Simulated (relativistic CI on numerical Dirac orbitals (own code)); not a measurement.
A reference radial Dirac CI calculation of Si+ gave the lowest total energy -289.10591 Ha in 31 SCF steps, from this input:

```
atom Si  Z=14  charge=1  electrons=13
nucleus A=28  rms_radius_fm=3.1224
hamiltonian dirac-coulomb  breit=on  qed=on  c_scale=1
orbitals kli  potential=per-configuration
slater_scale 1
correlation none
mixing on
grid step=0.0125 r_max=51.4
scf mixing=0.4 start=green max_iterations=150 tolerance=2e-08 node_fill=0.05
configurations
  [Ne] 3s2 3p
  [Ne] 3s 3p2
  [Ne] 3s2 3d
end
```

One setting was then changed (and the iteration limit cut to 64), and the output read:

```
SCF 1: [Ne] 3s2 3p
 iter      energy (Ha)   residual   last orbital (Ha)
    1      -287.434543   1.37e+00     -0.74144
    2      -289.092407   5.48e-01     -0.53935
    3      -288.985378   5.20e-02     -0.44412
    4      -289.007986   1.99e-02     -0.43507
    5      -288.967336   3.78e-03     -0.42749
    6      -288.965491   1.77e-03     -0.42962
    7      -288.964810   2.14e-04     -0.43131
    8      -288.964591   5.01e-05     -0.43135
    9      -288.964514   1.21e-05     -0.43135
   10      -288.964519   8.00e-07     -0.43135
   11      -288.964520   4.83e-07     -0.43135
   12      -288.964520   5.12e-08     -0.43135
   13      -288.964520   2.38e-09     -0.43135
SCF 2: [Ne] 3s 3p2
 iter      energy (Ha)   residual   last orbital (Ha)
    1      -287.193371   1.36e+00     -0.74144
    2      -288.840164   5.31e-01     -0.54826
    3      -288.751794   4.68e-02     -0.46361
    4      -288.772830   1.94e-02     -0.45827
    5      -288.745882   2.52e-03     -0.45488
    6      -288.743887   8.77e-04     -0.45688
    7      -288.743651   1.26e-04     -0.45756
    8      -288.743535   1.67e-05     -0.45760
    9      -288.743521   5.40e-06     -0.45760
   10      -288.743526   4.50e-07     -0.45760
   11      -288.743525   7.77e-08     -0.45760
   12      -288.743525   1.27e-08     -0.45760
SCF 3: [Ne] 3s2 3d
 iter      energy (Ha)   residual   last orbital (Ha)
    1      -287.230645   1.29e+00     -0.30016
    2      -288.760842   5.19e-01     -0.25769
    3      -288.702431   4.27e-02     -0.24426
    4      -288.724455   1.69e-02     -0.24479
    5      -288.697971   2.17e-03     -0.24585
    6      -288.698238   1.68e-03     -0.24621
    7      -288.698938   9.84e-05     -0.24703
    8      -288.698923   2.14e-05     -0.24707
    9      -288.698914   8.66e-06     -0.24707
   10      -288.698907   7.85e-07     -0.24707
   11      -288.698907   4.24e-08     -0.24707
   12      -288.698907   1.38e-08     -0.24707
orbital energies (Ha): 1s -64.6671  2s -5.0347  2p1/2 -3.4011  2p3/2 -3.3791  3s -0.6269  3p1/2 -0.4320  3p3/2 -0.4313
configuration averages (Ha): Dirac-Coulomb, Breit, QED
  3s2 3p                        -288.964520    0.052848    0.035439
  3s 3p2                        -288.743525    0.052843    0.035392
  3s2 3d                        -288.698907    0.052830    0.035459
levels: no., configuration, term, J, E (cm-1), weight
   1 3s2 3p                 2P*  1/2              0.0  1.00
   2 3s2 3p                 2P*  3/2            288.0  1.00
   3 3s 3p2                 4P   1/2          28351.5  1.00
   4 3s 3p2                 4P   3/2          28461.7  1.00
   5 3s 3p2                 4P   5/2          28641.5  1.00
   6 3s 3p2                 2D   3/2          42437.3  0.61
   7 3s 3p2                 2D   5/2          42446.6  0.61
   8 3s 3p2                 2S   1/2          65475.2  1.00
   9 3s2 3d                 2D   3/2          68912.1  0.61
  10 3s2 3d                 2D   5/2          68932.7  0.61
  11 3s 3p2                 2P   1/2          76252.8  1.00
  12 3s 3p2                 2P   3/2          76452.6  1.00
lowest total energy -288.877108 Ha
end: converged
```

**Question.** Which setting was changed?
A. start potential
B. node fill of the KLI weights
C. configuration list
D. SCF mixing

**Answer.** B. The node fill of the KLI weights 50. This setting is bad on purpose; its numbers may not be properties of the ion.
